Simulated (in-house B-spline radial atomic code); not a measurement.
Ionising the silver ion Ag⁺ with different functionals

Computed with a B-spline radial code for spherical atoms: four-component Dirac-Coulomb Hamiltonian, Fermi nucleus of rms radius 4.5454 fm, spin-restricted, spherical fractional occupations for the functionals. The ionisation energy is the difference of two self-consistent energies, [Kr] 4d10 → [Kr] 4d9, without Breit or QED terms; ε is the level of the shell that loses the electron (mean over j). The electron is taken from both j subshells in proportion to 2j + 1, so the result is a j average, not the step between ground levels.

Hybrids are left out here: with spherical fractional occupations of an open shell their exact exchange keeps a self-interaction that integer-occupation calculations don't have.

```csv
method,rung,ΔSCF (eV),-ε(4d) (eV)
LDA VWN5,LDA,22.39,15.93
relativistic LDA,LDA,22.40,15.93
LDA PW92,LDA,22.39,15.92
LDA exchange-only,LDA,20.89,14.50
PBE,GGA,22.12,15.64
PBEsol,GGA,22.12,15.65
BLYP,GGA,22.04,15.59
RPBE,GGA,22.03,15.55
PW91,GGA,22.19,15.72
BP86,GGA,22.22,15.76
AM05,GGA,22.10,15.63
OLYP,GGA,22.11,15.59
```

Question: How do they compare with the NIST value?

Answer: NIST lists 21.484 eV (measured, ground level to ground level). Errors run from -0.59 to +0.92 eV. The correlated functionals all miss on the same side by more than they spread, so the cause is common to them (Breit-QED terms, spin polarisation, the choice among j levels, multiplet and fine-structure energies, or a listed next ion that isn't the cheapest removal here) and closeness doesn't rank the functionals.
